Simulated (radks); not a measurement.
Problem. Spin polarisation of the 3d9 shell in the copper ion Cu2+. Start: [Ar] 3d(up 4.5, down 4.5); electrons of 3d are moved from spin down to spin up, other shells keep equal spins. Method: non-relativistic Kohn-Sham, TPSS, spin-polarised, spherical densities, point nucleus; meta-GGA in the generalised Kohn-Sham scheme; computed with a radial shooting solver on a logarithmic mesh with Libxc functionals. Estimate the energy gained and the exchange splitting at a moment of 1 Bohr magnetons.

Solution. At moment 1 the spin-polarisation energy is -0.275 eV and the 3d exchange splitting 1.100 eV, that is 1.100 eV per Bohr magneton; E = -I m^2/4 would give I = 1.100 eV.
